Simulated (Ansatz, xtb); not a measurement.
# Two isomers of C4H3FN2O

Structure a: `O=Cc1c[nH]nc1F`, a singlet. Structure b: `O=Cn1ccnc1F`, a singlet. Both are isolated molecules in the gas phase, relaxed with r2SCAN-D4/def2-SVP; the shapes shown needn't be the lowest conformers.

a (Å):

```json
{"atom": "C", "x (Å)": "-1.1699", "y (Å)": "0.3121", "z (Å)": "-1.2125"}
{"atom": "C", "x (Å)": "-0.5960", "y (Å)": "0.4979", "z (Å)": "0.1176"}
{"atom": "C", "x (Å)": "0.5560", "y (Å)": "1.2143", "z (Å)": "0.4537"}
{"atom": "C", "x (Å)": "-1.0426", "y (Å)": "0.0153", "z (Å)": "1.3782"}
{"atom": "F", "x (Å)": "-2.1126", "y (Å)": "-0.7264", "z (Å)": "1.5842"}
{"atom": "N", "x (Å)": "0.6897", "y (Å)": "1.1066", "z (Å)": "1.7885"}
{"atom": "N", "x (Å)": "-0.2773", "y (Å)": "0.3758", "z (Å)": "2.3855"}
{"atom": "O", "x (Å)": "-0.6922", "y (Å)": "0.7789", "z (Å)": "-2.2265"}
{"atom": "H", "x (Å)": "-2.1049", "y (Å)": "-0.3066", "z (Å)": "-1.2341"}
{"atom": "H", "x (Å)": "1.2510", "y (Å)": "1.7689", "z (Å)": "-0.1750"}
{"atom": "H", "x (Å)": "1.4196", "y (Å)": "1.5064", "z (Å)": "2.3687"}
```

b (Å):

```xyz
11

C    -1.0538    0.4165   -1.1925
C    -0.0101    1.6135    0.7534
C     0.3496    1.1753    1.9973
C    -0.4477   -0.5316    1.0417
F    -0.8767   -1.7317    0.7170
N    -0.5403    0.4880    0.1117
N     0.0677   -0.1782    2.1639
O    -1.0921    1.3637   -1.9297
H    -1.4102   -0.6081   -1.4425
H     0.0400    2.5712    0.2418
H     0.8022    1.7514    2.8037
```

Problem. Estimate E(b) − E(a) at the level CCSD(T)/def2-SVP + ΔMP2/def2-TZVPP.

Solution. Calculated at CCSD(T)/def2-SVP + ΔMP2/def2-TZVPP: E(b) − E(a) = −0.542 eV, so structure b lies lower.

How the difference moves with the method:

```csv
level,geometry,E(b) − E(a) (eV),departure from the last row (eV),"job, with rough time for the two"
GFN2-xTB,GFN2-xTB,−0.876,−0.334,"optimisation, 0.17 s"
HF/STO-3G,GFN2-xTB,−0.534,+0.008,"single point, 0.91 s"
r2SCAN-D4/def2-SVP//GFN2-xTB,GFN2-xTB,−0.525,+0.017,"single point, 9.6 s"
r2SCAN-D4/def2-SVP,r2SCAN-D4/def2-SVP,−0.530,+0.012,"optimisation, 78 s"
HF/def2-SVP,r2SCAN-D4/def2-SVP,−0.721,−0.179,part of the CCSD(T) run
MP2/def2-SVP,r2SCAN-D4/def2-SVP,−0.568,−0.026,part of the CCSD(T) run
CCSD(T)/def2-SVP,r2SCAN-D4/def2-SVP,−0.596,−0.054,single point
CCSD(T)/def2-SVP + ΔMP2/def2-TZVPP,r2SCAN-D4/def2-SVP,−0.542,,"single point, 3.1 min"
```

As drawn, b has 1 C–N, 2 C∷N, 1 C–H in place of 1 C–C, 1 C∷C, 1 N∷N, 1 N–H (∷ is an aromatic bond).

The levels shown agree on the order. The largest departure from CCSD(T)/def2-SVP + ΔMP2/def2-TZVPP is that of GFN2-xTB, 0.334 eV. The last row adds to CCSD(T) the change of the MP2 difference between the two basis sets, here +0.054 eV.

With thermal terms from frequencies at re-optimised GFN2-xTB minima (ideal gas, soft modes damped towards free rotors, one conformer each, 298.15 K, 1 atm): the zero-point term adds −0.002 eV; ΔH is −0.547 and ΔG −0.538 eV.

The correlated steps freeze 8 core orbitals. Codes used: Ansatz 0.2.0, xtb 6.7.1; the last row on 2 threads of Arm Neoverse N1 on a shared host.
